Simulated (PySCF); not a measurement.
A structure optimised at PBE-D3(BJ)/def2-TZVP, used in a PySCF frequency run:

```xyz
3

Ge     0.0000     0.0000     0.0000
O      0.0000     0.0000    -1.6364
O      0.0000     0.0000     1.6364
```
Charge 0, spin multiplicity 1.

### Question
Write its SMILES, formula and point group.

### Answer
[O]=[Ge]=[O], GeO2, D∞h

### Question
What are its rotational constants (standard atomic weights)?

### Answer
5.8982 GHz (linear rotor, B only)
